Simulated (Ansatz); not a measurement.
`[F][Ge]([F])([SiH3])[Cl]` + `O[Si]F` → `F[Si]O[SiH3]` + `[F][GeH]([F])[Cl]` at 500 K and 1 bar (cleavage of the Si–Ge bond).

Gas-phase electronic energies from Ansatz, PBE0-D4/def2-TZVP geometries. CCSD(T)/CBS is the MP2 limit (def2-TZVPP, def2-QZVPP) plus CCSD(T) − MP2 in def2-TZVPP, frozen cores. This one scheme is used for every species. For Ge outer-core shells are correlated without core-valence functions, which leaves a few kJ/mol of doubt a bond. Scalar relativity is left out up to krypton. Each species was taken in one conformer, which may not be the lowest.

| species | CCSD(T)/CBS energy (Eh) | H − E (kJ/mol) | S (J/(mol·K)) |
| --- | --- | --- | --- |
| `[F][Ge]([F])([SiH3])[Cl]` | -3026.48035 | 131.7 | 447.5 |
| `O[Si]F` | -464.72778 | 66.8 | 297.2 |
| `F[Si]O[SiH3]` | -755.04483 | 122.9 | 392.2 |
| `[F][GeH]([F])[Cl]` | -2736.19042 | 70.0 | 357.9 |

H − E and S are ideal-gas, rigid-rotor, harmonic terms from PBE0-D4/def2-TZVP, for one conformer and one mirror image of each species. 1 Eh = 2625.50 kJ/mol, R = 8.31446 J/(mol·K).

Problem. By hand: ΔE, ΔH, ΔS and ΔG.

Solution. ΔE = (-755.04483) + (-2736.19042) − (-3026.48035) − (-464.72778) = -0.02712 Eh = -71.2 kJ/mol. Δ(H − E) = 122.9 + 70.0 − 131.7 − 66.8 = -5.6, so ΔH = -76.8 kJ/mol. ΔS = 392.2 + 357.9 − 447.5 − 297.2 = 5.4 J/(mol·K). ΔG = -76.8 − 500 × (5.4)/1000 = -79.5 kJ/mol.

Problem. By hand: the equilibrium constant, and the temperature at which ΔG would vanish if ΔH and ΔS stayed fixed.

Solution. log₁₀ K = −ΔG/(RT ln 10) = 8.3. ΔH and −TΔS have one sign here, so there is no such temperature. One of them is within its doubt of zero, so this could turn.

The number of gas molecules stays the same, so ΔS is small and ΔH decides. A doubt of 5 kJ/mol in ΔE shifts log₁₀ K by 0.5 here. Other conformers and mirror images would add mixing entropy, several J/(mol·K) or more a flexible species. Modes under 60 cm⁻¹, often nearly free rotors, make the harmonic entropy too high. These are equilibria of isolated gas molecules and say nothing of rates. Largest T1 diagnostic: 0.015 (customary marks: 0.02 for closed shells, 0.045 for open ones).
